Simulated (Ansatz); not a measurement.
Z-matrix (Å, degrees):
```
Si
O 1 1.5339
Si 1 2.3641 2 121.42
H 3 1.4820 1 110.60 2 14.08
H 3 1.4876 4 110.48 1 -121.02
H 3 1.4877 4 110.24 5 -119.52
Si 1 2.3641 2 121.42 3 -179.96
H 7 1.4821 1 110.62 2 13.96
H 7 1.4876 8 110.49 1 -121.00
H 7 1.4878 8 110.25 9 -119.53
```
Charge 0, multiplicity 1.

These are frozen-core CCSD(T)/cc-pVTZ // r2SCAN-D4/def2-TZVP (Ansatz, a program for electronic structure) values and carry that method's errors.

```
Item                           Result
----------------------  -------------
HF energy               -945.20259 Ha
MP2 correlation energy    -0.60639 Ha
```

Question: Estimate the CCSD correlation energy, the (T) correction, the total energy and the T1 diagnostic.

Answer: 
```
Property                        Result
-----------------------  -------------
CCSD correlation energy    -0.65650 Ha
(T) correction             -0.02821 Ha
CCSD(T) total energy     -945.88729 Ha
T1 diagnostic                    0.020
```
